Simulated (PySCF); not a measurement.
## Correlation energy of O (oxygen, neutral)

[He] 2s2 2p4, high-spin 3P determinant. Calculation: PySCF 2.14, in dyall-av2z; no relativity, point nucleus. Frozen: 1s2; 6 electrons correlated; the 8 highest virtual orbitals of each spin left out.

```
  level  correlation energy (mhartree)
   CCSD                        -142.03
    (T)                          -2.46
CCSD(T)                        -144.49
  CCSDT                        -144.78
```

Diagnostics: T1 = 0.0089, D1 = 0.0158, largest double amplitude 0.035.

Cost of the coupled-cluster step: of the order of 1 core-seconds, for 6 correlated electrons.
